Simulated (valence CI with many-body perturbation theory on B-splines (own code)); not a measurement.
**Zn XXIV in brief**

Method: relativistic CI+MBPT: five valence electrons over a frozen Dirac-Fock core [He], radial functions for each j: 9 s, 9 p, 8 d, 6 f, 3 g, 1 h, with the one-electron correlation potential Σ1, the two-electron term Σ2, the three-electron term Σ3, Breit, model QED; selected CI, second order for the rest (own B-spline code, finite nucleus).

No measured spectrum was set against this ion. As an estimate, levels of excited configurations hold to 0.05 to 0.15 % of their energy, terms of the ground configuration to about 0.5 %. Among the levels kept, up to 2200 cm⁻¹ of a level comes from second order outside the variational space, and about a tenth of that is noise between levels of different J, which matters for small intervals.

Names give the largest LS component (configuration and term), which can be under half, so a name can repeat, a term be missing and a line seem to break the LS rules; names also repeat where a configuration has a term twice.

Rates and lifetimes use the calculated energies. Strong lines usually hold to 10 to 20 %, long lifetimes can be off by a factor of two.

(1) What is the ground level?

(2) What is the ionisation energy?

(3) Name the longest-lived excited levels whose lifetime is computed, and their main decay.

(4) Where does the other parity begin?

(5) What are the static dipole polarisabilities of the lowest levels?

(6) How well does LS coupling describe the low levels?

(7) Among levels below 1388.9 eV, which E1 lines absorb most strongly from the ground level?

## Answers

(1) 2s2 2p3 4S°_3/2, composition 71 % 2s2 2p3 4S° + 21 % 2s2 2p3 2P° + 8 % 2s2 2p3 2D°, g = 1.763.

(2) 2213.1 eV; NIST lists 2214 ± 8 eV (semi-empirical).

(3) 2s2 2p3 2D°_5/2 at 31.5 eV lives 63.6 μs, mostly by M1 to 2s2 2p3 4S°_3/2; 2s2 2p3 2D°_3/2 at 23.3 eV lives 10.2 μs, mostly by M1 to 2s2 2p3 4S°_3/2; 2s2 2p3 2P°_1/2 at 44.3 eV lives 5.45 μs, mostly by M1 to 2s2 2p3 4S°_3/2.

(4) At 2s 2p4 4P_5/2, 118.6 eV.

(5) 2s2 2p3 4S°_3/2 0.00582 (tensor 0.00027); 2s2 2p3 2D°_3/2 0.00560 (tensor 0.00097); 2s2 2p3 2D°_5/2 0.00551 (tensor 0.00040); 2s2 2p3 2P°_1/2 0.00490 bohr³, of which the core gives 1.11e-05.

(6) Among the lowest 20 levels the leading LS term, summed over configurations, holds 81 % on average. For single configurations the figures are 81 % in LS and 82 % in jj coupling. Terms mix most in the J = 3/2 level at 1270.5 eV, where the leading one holds 54 %.

(7) to 2s2 2p2 3d 4P_3/2 at 0.9193 nm, f = 0.455; to 2s2 2p2 3d 4D_5/2 at 0.9205 nm, f = 0.386; to 2s2 2p2 3d 4P_1/2 at 0.9185 nm, f = 0.236.
